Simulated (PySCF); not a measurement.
**Correlation energy of Ti (titanium, neutral)**

[Ar] 3d4, high-spin 5D determinant (an excited configuration). All numbers are calculated (PySCF 2.14, no relativity, point nucleus, in aug-cc-pVTZ). Frozen: [Ar]; 4 electrons correlated.

```json
{"level": "CCSD", "correlation energy (mhartree)": "-70.36"}
{"level": "(T)", "correlation energy (mhartree)": "-4.56"}
{"level": "CCSD(T)", "correlation energy (mhartree)": "-74.92"}
```

Diagnostics: T1 = 0.048, D1 = 0.0774, largest double amplitude 0.058.

T1 exceeds 0.03, a sign that the reference determinant is poor.

Cost of the coupled-cluster step: of the order of 22 core-seconds, for 4 correlated electrons.

Iterations:

```
CC2 = 0
CCSD nocc = (np.int64(4), np.int64(0)), nmo = (84, 84)
frozen orbitals [[0, 1, 2, 3, 4, 5, 6, 7, 8], [0, 1, 2, 3, 4, 5, 6, 7, 8]]
max_cycle = 100
direct = 0
conv_tol = 1e-08
conv_tol_normt = 1e-06
diis_space = 8
diis_start_cycle = 0
Init t2, MP2 energy = -0.0610411136890525
Init E_corr(UCCSD) = -0.0610411138081832
cycle = 1  E_corr(UCCSD) = -0.0663724571489936  dE = -0.00533134334  norm(t1,t2) = 0.0792012
cycle = 2  E_corr(UCCSD) = -0.0687539139403813  dE = -0.00238145679  norm(t1,t2) = 0.0306984
cycle = 3  E_corr(UCCSD) = -0.069071821855953  dE = -0.000317907916  norm(t1,t2) = 0.0253579
cycle = 4  E_corr(UCCSD) = -0.0701222257355598  dE = -0.00105040388  norm(t1,t2) = 0.0162765
cycle = 5  E_corr(UCCSD) = -0.0701718272628013  dE = -4.96015272e-05  norm(t1,t2) = 0.0162574
cycle = 6  E_corr(UCCSD) = -0.0702276379287346  dE = -5.58106659e-05  norm(t1,t2) = 0.0119489
cycle = 7  E_corr(UCCSD) = -0.0702143749681214  dE = 1.32629606e-05  norm(t1,t2) = 0.00610788
cycle = 8  E_corr(UCCSD) = -0.0702784924675309  dE = -6.41174994e-05  norm(t1,t2) = 0.00300446
cycle = 9  E_corr(UCCSD) = -0.0703565365620915  dE = -7.80440946e-05  norm(t1,t2) = 0.00180108
cycle = 10  E_corr(UCCSD) = -0.0703597798364445  dE = -3.24327435e-06  norm(t1,t2) = 0.000916559
cycle = 11  E_corr(UCCSD) = -0.0703633264032548  dE = -3.54656681e-06  norm(t1,t2) = 0.000433302
cycle = 12  E_corr(UCCSD) = -0.0703617423354235  dE = 1.58406783e-06  norm(t1,t2) = 0.000160549
cycle = 13  E_corr(UCCSD) = -0.0703638129537799  dE = -2.07061836e-06  norm(t1,t2) = 7.56256e-05
cycle = 14  E_corr(UCCSD) = -0.070364052022965  dE = -2.39069185e-07  norm(t1,t2) = 4.52432e-05
cycle = 15  E_corr(UCCSD) = -0.0703641097418724  dE = -5.77189073e-08  norm(t1,t2) = 3.02428e-05
cycle = 16  E_corr(UCCSD) = -0.0703640747123707  dE = 3.50295017e-08  norm(t1,t2) = 3.29639e-05
cycle = 17  E_corr(UCCSD) = -0.0703641706040359  dE = -9.58916652e-08  norm(t1,t2) = 3.32112e-05
cycle = 18  E_corr(UCCSD) = -0.0703643220693983  dE = -1.51465362e-07  norm(t1,t2) = 3.27377e-05
cycle = 19  E_corr(UCCSD) = -0.070364316183562  dE = 5.88583632e-09  norm(t1,t2) = 3.24116e-05
cycle = 20  E_corr(UCCSD) = -0.070364331556226  dE = -1.5372664e-08  norm(t1,t2) = 3.23634e-05
cycle = 21  E_corr(UCCSD) = -0.0703640637025704  dE = 2.67853656e-07  norm(t1,t2) = 3.0858e-05
cycle = 22  E_corr(UCCSD) = -0.0703638111612469  dE = 2.52541323e-07  norm(t1,t2) = 2.97751e-05
cycle = 23  E_corr(UCCSD) = -0.070363589130529  dE = 2.22030718e-07  norm(t1,t2) = 2.58897e-05
cycle = 24  E_corr(UCCSD) = -0.0703636033629196  dE = -1.42323907e-08  norm(t1,t2) = 1.72369e-05
cycle = 25  E_corr(UCCSD) = -0.0703637264159102  dE = -1.23052991e-07  norm(t1,t2) = 8.88649e-06
cycle = 26  E_corr(UCCSD) = -0.0703636633393543  dE = 6.30765559e-08  norm(t1,t2) = 5.30951e-06
cycle = 27  E_corr(UCCSD) = -0.0703636097868538  dE = 5.35525005e-08  norm(t1,t2) = 2.92247e-06
cycle = 28  E_corr(UCCSD) = -0.0703635689772384  dE = 4.08096154e-08  norm(t1,t2) = 1.89989e-06
cycle = 29  E_corr(UCCSD) = -0.0703635565835578  dE = 1.23936806e-08  norm(t1,t2) = 1.38655e-06
cycle = 30  E_corr(UCCSD) = -0.0703635599288065  dE = -3.34524862e-09  norm(t1,t2) = 8.70367e-07
UCCSD converged
E(UCCSD) = -848.3237079819504  E_corr = -0.07036355992880645
UCCSD(T) correction = -0.00456138246734818
```
